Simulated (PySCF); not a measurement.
Cl₂H₅NSi₂, SMILES N([SiH2]Cl)[SiH2]Cl. Atoms are numbered in the order given.

```xyz
10

Si    -0.8092    -1.3362     0.0556
Cl     0.3780    -3.0536     0.1090
N      0.0000     0.0000    -0.7188
Si     0.8092     1.3362     0.0556
Cl    -0.3780     3.0536     0.1090
H     -2.0439    -1.6963    -0.7110
H     -1.0948    -0.9311     1.4668
H      0.0000     0.0000    -1.7448
H      2.0439     1.6963    -0.7110
H      1.0948     0.9311     1.4668
```

Geometry: PBE-D3(BJ)/def2-SVP. Other conformers were not sampled.

Method: PBE-D3(BJ)/def2-SVP in PySCF.

Frequencies are harmonic and unscaled.

Computed harmonic wavenumbers and intensities:
| mode | ν (cm⁻¹) | IR (km/mol) | moving atoms (share of kinetic energy) |
|---|---|---|---|
| 1 | 30 | 1.6 | Cl 53 %, Si 30 %, H 9 %, N 8 % |
| 2 | 30 | 1.1 | Cl 43 %, Si 26 %, N 21 %, H 10 % |
| 3 | 144 | 0.4 | Cl 66 %, Si 28 % |
| 4 | 200 | 0.8 | Si 40 %, H 30 %, N 25 % |
| 5 | 250 | 13.3 | N 36 %, H 32 %, Si 17 %, Cl 15 % |
| 6 | 404 | 45.4 | H 64 %, N 27 % |
| 7 | 507 | 0.9 | Si 46 %, Cl 36 %, H 13 % |
| 8 | 525 | 104.7 | Si 40 %, Cl 30 %, H 29 % |
| 9 | 546 | 89.2 | H 55 %, Si 28 %, Cl 13 % |
| 10 | 586 | 16.3 | H 45 %, Si 45 %, Cl 9 % |
| 11 | 686 | 22.7 | H 66 %, Si 19 %, N 14 % |
| 12 | 739 | 19.9 | H 97 % |
| 13 | 818 | 45.6 | H 60 %, N 30 %, Si 10 % |
| 14 | 850 | 490.0 | H 89 %, Si 10 % |
| 15 | 888 | 4.3 | H 89 %, Si 10 % |
| 16 | 899 | 223.6 | H 93 % |
| 17 | 905 | 39.4 | H 89 %, Si 10 % |
| 18 | 926 | 153.9 | N 46 %, H 36 %, Si 18 % |
| 19 | 1158 | 220.0 | H 66 %, N 31 % |
| 20 | 2193 | 160.2 | H 98 % |
| 21 | 2195 | 3.8 | H 98 % |
| 22 | 2208 | 29.0 | H 96 % |
| 23 | 2215 | 148.7 | H 96 % |
| 24 | 3501 | 46.5 | H 93 % |
